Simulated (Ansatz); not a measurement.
`[CH3][AlH][c]1ccccc1` and `[F][Ge]([F])([F])[c]1ccccc1` differ in one atom or group.

Ansatz, PBE0-D4/def2-TZVP geometries, multiplicity 1. Each molecule was computed in one conformer, which needn't be the lowest.

Scalar relativity is left out up to krypton.

| property | `[CH3][AlH][c]1ccccc1` |
| --- | --- |
| LUMO energy (PBE/def2-TZVPP) / eV | -2.12 |
| HOMO–LUMO gap (PBE0/def2-TZVPP) / eV | 5.96 |
| HOMO–LUMO gap (B3LYP/def2-TZVPP) / eV | 5.55 |
| HOMO–LUMO gap (ωB97M-V/def2-TZVPP) / eV | 9.72 |
| HOMO energy (PBE/def2-TZVPP) / eV | -6.34 |
| size of the dipole moment (ωB97M-V/def2-TZVPP) / D | 0.75 |

(1) Give the same properties after the change, and the shifts. (Best estimate.)

Answers

(1) Ansatz gave: 
```tsv
property	`[F][Ge]([F])([F])[c]1ccccc1`	shift
LUMO energy (PBE/def2-TZVPP) / eV	-2.31	-0.19
HOMO–LUMO gap (PBE0/def2-TZVPP) / eV	6.68	0.72
HOMO–LUMO gap (B3LYP/def2-TZVPP) / eV	6.28	0.73
HOMO–LUMO gap (ωB97M-V/def2-TZVPP) / eV	10.78	1.06
HOMO energy (PBE/def2-TZVPP) / eV	-7.14	-0.80
size of the dipole moment (ωB97M-V/def2-TZVPP) / D	4.67	3.92
```

With PBE0 the HOMO falls by 0.85 eV and the LUMO falls by 0.12 eV, so the gap widens by about 0.73 eV. PBE moves the HOMO by -0.80 eV and ωB97M-V by -0.84 eV. Dipoles are sizes alone; their direction can turn.

B3LYP here is the variant with VWN-RPA as its local correlation; programs differ in this.
